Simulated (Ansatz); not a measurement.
Reaction (ligand exchange at the Si–C bond): `[SiH3]C[SiH2]Cl` + `NCS` → `[SiH3]NCS` + `C[SiH2]Cl`

Program: Ansatz. Geometries: PBE0-D4/def2-TZVP. ΔE: electronic, gas phase. CCSD(T)/CBS is the MP2 limit (def2-TZVPP, def2-QZVPP) plus CCSD(T) − MP2 in def2-TZVPP, frozen cores. Functionals use def2-TZVPP. Each species was taken in one conformer, which may not be the lowest.

```csv
level,ΔE (kJ/mol)
ωB97X-V,-47.3
r2SCAN,-48.0
HF/def2-TZVPP,-56.5
SCS-MP2/def2-TZVPP,-50.7
CCSD/def2-TZVPP,-47.8
CCSD(T)/def2-TZVPP,-46.9
HF/CBS(def2),-56.8
MP2/CBS(def2),-48.5
```

(1) What does CCSD(T)/CBS give? (Estimate.)

Largest T1 diagnostic among the species: 0.011.

## Answers

(1) Computed: -46.6 kJ/mol. The listed levels differ from it by -0.7, -1.4, -9.9, -4.1, -1.2, -0.3, -10.2, -1.9 kJ/mol.

In def2-TZVPP, CCSD(T) changes the Hartree–Fock value by +9.6 kJ/mol (the triples alone add +1.0 kJ/mol) and MP2 by +7.7 kJ/mol.

CCSD(T)/CBS has its own doubt, a few kJ/mol and more with outer-core shells, so smaller differences from it don't rank the levels.
